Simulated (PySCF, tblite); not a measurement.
C₆H₁₁FS₂Si.
Z-matrix (Å and degrees, GFN2-xTB geometry), rows numbered from 1:
```
C 
S   1  1.8130
C   2  1.8117  1   98.37
S   3  1.8218  2  114.84  1    64.52
Si  4  2.1600  3  102.57  2    82.71
C   5  1.8672  4  112.34  3   -80.27
C   6  1.3413  5  138.93  4    28.99
C   7  1.5005  6   95.45  5   174.63
C   6  1.5162  5  128.76  4  -153.91
F   9  1.3723  6  115.88  5   -58.33
H   1  1.0846  2  107.38  3  -170.99
H   1  1.0870  2  108.27  3   -51.50
H   1  1.0867  2  109.39  3    69.31
H   3  1.0865  2  106.86  1  -173.42
H   3  1.0878  2  108.42  1   -54.21
H   5  1.4555  4  101.67  3   161.19
H   5  1.4605  4  105.39  3    41.41
H   7  1.0741  6  133.37  5    -5.32
H   8  1.0887  7  114.41  6  -109.81
H   8  1.0894  7  117.07  6   119.92
H   9  1.0937  6  115.66  5    67.59
```

The calculation used PBE0/pcSseg-1 in PySCF (dipole) on a GFN2-xTB geometry, gas phase.

Masses are those of the commonest isotopes; rigid-rotor values at the optimised geometry. The values belong to one conformer with, in the numbering `[CH3:1][S:2][CH2:3][S:4][SiH2:5][C:6]1=[CH:7][CH2:8][C@H:9]1[F:10]`, C1–S2–C3–S4 65°, S2–C3–S4–Si5 83°, C3–S4–Si5–C6 -80°, S4–Si5–C6–C7 29°.

Problem. What are A, B and C (GHz)?

Solution. Ia = 382.08, Ib = 1065.59, Ic = 1307.15 u·Å²; 505379 MHz·u·Å²/I gives 1323, 474.3 and 386.6 MHz, that is A = 1.3227, B = 0.4743, C = 0.3866 GHz.

Problem. What kind of rotor is it?

Solution. An asymmetric top. Ray's parameter κ = (2B − A − C)/(A − C) = -0.813; −1 is the prolate and +1 the oblate limit.

Problem. Is it planar, by Δ = Ic − Ia − Ib?

Solution. Not planar: Δ = Ic − Ia − Ib = -140.51 u·Å². For a rigid frame Δ = −2 Σ m c², so Σ m c² = 70.26 u·Å² lies off the ab plane: 14.64 from hydrogen and 55.62 from heavier atoms. The atom farthest from that plane is 1.73 Å away.

Problem. Give the other two planar moments, Paa and Pbb, and the rms extents of the mass along the axes.

Solution. Paa = Σ m a² = (Ib + Ic − Ia)/2 = 995.33 and Pbb = Σ m b² = (Ia + Ic − Ib)/2 = 311.82 u·Å². With the mass M = 194.01 u, the rms extents √(P/M) along a, b and c are 2.27, 1.27, 0.60 Å.

Problem. Which lines would a microwave search look for?

Solution. The dipole components are |μa| = 1.02 D, |μb| = 1.20 D, |μc| = 1.03 D. Intensities carry the squares of the components, which stand as 0.73 : 1.00 : 0.74 (a : b : c). Some lines, for components of 0.1 D or more:

```json
{"type": "c", "branch": "Q", "J(Ka,Kc)": "1(1,1) ← 1(0,1)", "MHz": "848", "lower level (cm⁻¹)": "0.029"}
{"type": "b", "branch": "Q", "J(Ka,Kc)": "3(1,2) ← 3(0,3)", "MHz": "1183", "lower level (cm⁻¹)": "0.171"}
{"type": "b", "branch": "R", "J(Ka,Kc)": "1(1,1) ← 0(0,0)", "MHz": "1709", "lower level (cm⁻¹)": "0.000"}
{"type": "a", "branch": "R", "J(Ka,Kc)": "2(0,2) ← 1(0,1)", "MHz": "1715", "lower level (cm⁻¹)": "0.029"}
{"type": "b", "branch": "R", "J(Ka,Kc)": "3(0,3) ← 2(1,2)", "MHz": "1790", "lower level (cm⁻¹)": "0.112"}
{"type": "c", "branch": "R", "J(Ka,Kc)": "1(1,0) ← 0(0,0)", "MHz": "1797", "lower level (cm⁻¹)": "0.000"}
{"type": "a", "branch": "R", "J(Ka,Kc)": "3(1,3) ← 2(1,2)", "MHz": "2447", "lower level (cm⁻¹)": "0.112"}
{"type": "c", "branch": "Q", "J(Ka,Kc)": "2(2,1) ← 2(1,1)", "MHz": "2545", "lower level (cm⁻¹)": "0.120"}
{"type": "a", "branch": "R", "J(Ka,Kc)": "3(2,2) ← 2(2,1)", "MHz": "2583", "lower level (cm⁻¹)": "0.205"}
{"type": "b", "branch": "Q", "J(Ka,Kc)": "3(2,2) ← 3(1,3)", "MHz": "2944", "lower level (cm⁻¹)": "0.193"}
{"type": "b", "branch": "R", "J(Ka,Kc)": "3(3,1) ← 2(2,0)", "MHz": "7041", "lower level (cm⁻¹)": "0.205"}
{"type": "c", "branch": "R", "J(Ka,Kc)": "3(3,1) ← 2(2,1)", "MHz": "7048", "lower level (cm⁻¹)": "0.205"}
```

Problem. Estimate the classical rotational partition function at 25 K, 50 K and 500 K.

Solution. Point group C1, symmetry number σ = 1; q = (√π/σ)·√((kT/h)³/(ABC)), k/h = 20836.6 MHz/K: 42800 at 25 K, 121000 at 50 K, 3830000 at 500 K.

Its lowest GFN2-xTB frequency is 12 cm⁻¹, too small to tell a flat minimum from a shallow saddle. Zero-point vibration and centrifugal distortion are left out. A rigid rotor knows nothing of internal rotation, which can split or shift real lines.
